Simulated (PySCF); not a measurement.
**Molecular orbitals of SrH**

PBE0 at R = 2.156 Å; Sr def2-SVP with ECP28, H def2-SVP; scalar-relativistic core potentials (PySCF 2.14). State: ²Σ⁺ (doublet), unpaired electrons σ ↑. Only the outer orbitals are listed, counted within each symmetry, core potentials removing the inner ones.

```tsv
spin	orbital	occ.	ε (eV)	on Sr (%)	main shells (%)
α	1σ	1	-44.36	100	100 Sr s
α	1π	1	-24.87	100	100 Sr p
α	1π	1	-24.87	100	100 Sr p
α	2σ	1	-24.59	100	100 Sr p
α	3σ	1	-6.14	40	60 H s, 25 Sr s, 11 Sr d
α	4σ	1	-3.81	94	63 Sr s, 21 Sr p, 10 Sr d
α	2π	0	-1.12	100	79 Sr p, 21 Sr d
α	2π	0	-1.12	100	79 Sr p, 21 Sr d
α	5σ	0	-0.80	99	52 Sr d, 45 Sr p
β	1σ	1	-44.26	100	100 Sr s
β	1π	1	-24.77	100	100 Sr p
β	1π	1	-24.77	100	100 Sr p
β	2σ	1	-24.45	100	100 Sr p
β	3σ	1	-5.77	44	56 H s, 25 Sr s, 12 Sr d
β	4σ	0	-1.89	94	67 Sr s, 18 Sr p, 9 Sr d
β	2π	0	-0.29	100	84 Sr p, 16 Sr d
β	2π	0	-0.29	100	84 Sr p, 16 Sr d
```

Which are the highest filled and the lowest empty level, where do they sit, and how wide is the gap?

Highest filled α 4σ at -3.81 eV (in %: 63 Sr s, 21 Sr p, 10 Sr d); lowest empty β 4σ at -1.89 eV (in %: 67 Sr s, 18 Sr p, 9 Sr d); the gap at PBE0 is 1.92 eV.

| Item | Value |
| --- | --- |
| bond order (Mayer) | 0.93 |
| ⟨S²⟩ | 0.751 |
| charge on Sr (Mulliken, basis-dependent) | 0.23 |
| charge on Sr (Löwdin, basis-dependent) | 0.21 |
| dipole moment (positive dipole means Sr(−)H(+)) | -3.01 D |
| polarisability along the bond | 151.5 bohr³ |
| polarisability across the bond | 218.5 bohr³ |

Spin–orbit coupling is left out. The state is the lowest determinant that a PBE0 search found; another state may lie lower at other levels.
